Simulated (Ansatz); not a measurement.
**Ligand exchange: C4H11B + Sc(CH3)2(NH2) → C3H10BN + Sc(CH3)3**

Species: C4H11B `CBC(C)C`, singlet; Sc(CH3)2(NH2), singlet; C3H10BN `CC(C)BN`, singlet; Sc(CH3)3, singlet. The partners trade CH3 for NH2: B–CH3 and Sc–NH2 bonds give way to B–NH2 and Sc–CH3.

Shapes, held fixed at every level: PBE0-D4/def2-TZVP. Flexible molecules stand in one conformer, not always the lowest. Programs: Ansatz 0.2.0. Electronic energies: no zero-point or thermal term.

```csv
level,kind,ΔE (kJ/mol),less CCSD(T)/def2-TZVPP
HF/def2-TZVPP,Hartree–Fock,-2.3,+2.4
PBE0-D4/def2-TZVPP,global hybrid,-8.9,-4.2
wB97M-V/def2-TZVPP,range-separated hybrid,-8.6,-3.9
wB97X-V/def2-TZVPP,range-separated hybrid,-5.3,-0.6
B2PLYP/def2-TZVPP,double hybrid,-5.6,-0.9
MP2/def2-TZVPP,perturbation theory,-3.6,+1.1
CCSD/def2-TZVPP,coupled cluster or CI,-4.3,+0.4
CCSD(T)/def2-TZVPP,coupled cluster or CI,-4.7,0.0
```

The highest level, CCSD(T)/def2-TZVPP, gives ΔE = -4.7 kJ/mol; the levels span -8.9 to -2.3. The column of differences is taken from that level and isn't an error. No measured value is set beside it here. Correlated rows may include outer-core shells of Sc, which these sets cover unevenly.
